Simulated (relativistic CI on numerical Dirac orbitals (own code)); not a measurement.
# Eu4+ (4f5) in a crystal field

Calculated by Dirac-Coulomb-Breit CI, orbitals from a KLI potential per configuration, model QED (radiative potential, 1s self-energy scaled to tabulated hydrogen-like ionisation energies), one configuration in a parametric crystal field, unscaled Slater integrals (own radial code). With so little scaling, terms lie 10 to 35 % too far apart, which can change the order of excited levels.

Field parameters in Wybourne normalisation; cubic f-shell fields have B⁴₄ = √(5/14) B⁴₀ and B⁶₄ = −√(7/2) B⁶₀. The field is a parameter set, without covalency.

S is read from ⟨S²⟩ = S(S + 1).

Powder χT (cm³ K mol⁻¹) by Van Vleck's formula, with temperature-independent terms:

| Field | 2 K | 5 K | 10 K | 20 K | 50 K | 100 K | 200 K | 300 K |
| --- | --- | --- | --- | --- | --- | --- | --- | --- |
| Oh, B40 = -2740, B60 = 1130 cm⁻¹ | 0.038 | 0.0402 | 0.0438 | 0.0511 | 0.0739 | 0.117 | 0.201 | 0.28 |
| Oh, B40 = 690, B60 = 150 cm⁻¹ | 0.0155 | 0.0211 | 0.0306 | 0.0498 | 0.0988 | 0.144 | 0.21 | 0.274 |

Q: For Oh, B40 = 690, B60 = 150 cm⁻¹: what effective moment follows at 300 K?

A: μ_eff = √(8χT) = 1.48 μB. The LS value g√(J(J + 1)) of the free ion's ⁶H°5/2 level is 0.85 μB.
